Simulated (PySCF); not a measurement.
C₆H₇, SMILES [C]1=CCCC=C1 (connectivity only; charge and spin as stated), charge +1, multiplicity 1.

Coordinates come from a ωB97X-D3(BJ)/def2-SVP optimisation. The spin state was assumed, not searched. The isomer is the one that the SMILES or the coordinates give; other isomers of the formula were not compared. One conformer was computed; it need not be the lowest.

Two levels are set side by side: TDA-PBE/def2-SVPD (PySCF) and TDA-LC-ωPBE/def2-SVPD (PySCF). Vertical, same geometry. The lowest singlet is HOMO→LUMO 95 % with PBE and HOMO→LUMO 89 % with the other functional; states are paired by order. Differences are taken from unrounded values.

```csv
quantity,TDA-LC-ωPBE,TDA-PBE,TDA-PBE minus TDA-LC-ωPBE
lowest singlet excitation (eV),2.59,2.48,-0.11
lowest triplet excitation (TDA) (eV),1.47,1.55,0.08
```

Functionals without exact exchange tend to place singlet excitations lower, as here. Differences between two approximate levels are no errors against the true value.

Rough cost on one machine, each run with all the roots and properties that it gave: TDA-LC-ωPBE against TDA-PBE about 3 times.
